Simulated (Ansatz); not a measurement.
A structure relaxed at PBE0-D4/def2-TZVP, charge 0, multiplicity 2:

```
atom    x (Å)    y (Å)    z (Å)
  C1   0.5766   0.6637  -1.4756
 Si2   0.5568  -0.1961   0.1555
  C3  -0.9623   0.3111   1.1103
  O4   0.6577  -1.8354  -0.0428
  H5  -0.0606   1.5121  -1.7096
  H6   1.2615   0.3864  -2.2725
  H7   1.7798   0.1359   0.9344
  H8  -0.9591   1.3902   1.2893
  H9  -1.8789   0.0649   0.5673
 H10  -0.9953  -0.1921   2.0793
 H11   0.0238  -2.2407  -0.6358
```

(1) Give its formula and SMILES.

(2) Summarise the bond lengths by kind.

Answers

(1) C2H7OSi, `[CH2][SiH](C)O`.

(2) 2 × C–Si 1.844 to 1.865 Å; 5 × C–H 1.086 to 1.094 Å; 1 × O–Si 1.654 Å; 1 × H–Si 1.488 Å; 1 × H–O 0.958 Å.

All numbers were calculated with Ansatz.
